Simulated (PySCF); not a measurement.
# C₆ coefficients of unlike pairs at PBE

Calculated with PySCF 2.14 from the dipole response of each species, C₆(A,B) = (3/π) ∫ α_A(iu) α_B(iu) du, in atomic units, from isotropic polarisabilities. For ions this is the dispersion term alone; charge-induced terms of lower order in 1/R come first.

| species | configuration | basis | relativity | α (bohr³) | C₆ (like pair) |
| --- | --- | --- | --- | --- | --- |
| Ne | [Ne] (1S) | aug-cc-pwCVTZ (7s6p4d2f) | none | 2.633 | 6.455 |
| P⁺ | [Ne] 3s2 3p2 (3P) | x2c-TZVPPall with one added diffuse shell each of s, p, d type (6s6p4d1f) | spin-free X2C | 14.40 | 74.30 |
| I | [Kr] 4d10 5s2 5p5 (2P) | x2c-QZVPPall with one added diffuse shell each of s, p, d, f type (14s10p8d5f1g) | spin-free X2C | 34.60 | 378.1 |
| Au⁺ | [Xe] 4f14 5d10 (1S) | x2c-TZVPPall with one added diffuse shell each of s, p, d, f type (12s8p8d4f1g) | spin-free X2C | 14.40 | 108.1 |

Task: Estimate C₆ for P⁺ with Ne.

Result: The integral gives 19.54. The combination rule 2 C_A C_B / (C_A α_B/α_A + C_B α_A/α_B) gives 19.62 and the geometric mean 21.90.

No spin-orbit coupling is included.

The other pairs:

| pair | C₆ |
| --- | --- |
| Au⁺, I | 195.4 |
| I, P⁺ | 167.4 |
| Au⁺, Ne | 25.82 |
| I, Ne | 44.06 |
| Au⁺, P⁺ | 86.65 |
